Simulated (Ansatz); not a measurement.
Stepwise reaction of `CC(C)[Si]C(C)C` with water, as a gas-phase model of exchange steps in deposition or etching. ΔE in kJ/mol.

Program: Ansatz. Geometries: PBE0-D4/def2-TZVP. ΔE: electronic, gas phase. CBS: MP2 limit from def2 TZ/QZ plus the TZ coupled-cluster correction, frozen cores. This one scheme is used for every species. DFT in def2-TZVPP. B3LYP here is the variant with VWN-RPA as its local correlation; programs differ in this. Each species was taken in one conformer, which may not be the lowest.

```json
{"step": "1", "reaction": "`CC(C)[Si]C(C)C` + H₂O → `CC(C)[Si]O` + `CCC`", "PBE-D4": "-152.7", "B3LYP-D4": "-161.7", "ωB97M-V": "-160.9", "CCSD(T)/CBS": "-151.6"}
{"step": "2", "reaction": "`CC(C)[Si]O` + H₂O → `O[Si]O` + `CCC`", "PBE-D4": "-164.7", "B3LYP-D4": "-176.4", "ωB97M-V": "-177.1", "CCSD(T)/CBS": "-170.5"}
```

**Question.** By hand: ΔE of the 2 steps together at CCSD(T)/CBS.

**Answer.** (-151.6) + (-170.5) = -322.1 kJ/mol, or -161.1 kJ/mol a step.

In ΔE each step is lower than the one before. All are downhill at CCSD(T)/CBS. PBE-D4 differs from CCSD(T)/CBS by -1.1 to 5.8 kJ/mol a step. Isolated molecules leave out the surface, adducts and barriers. Largest T1 diagnostic: 0.015.
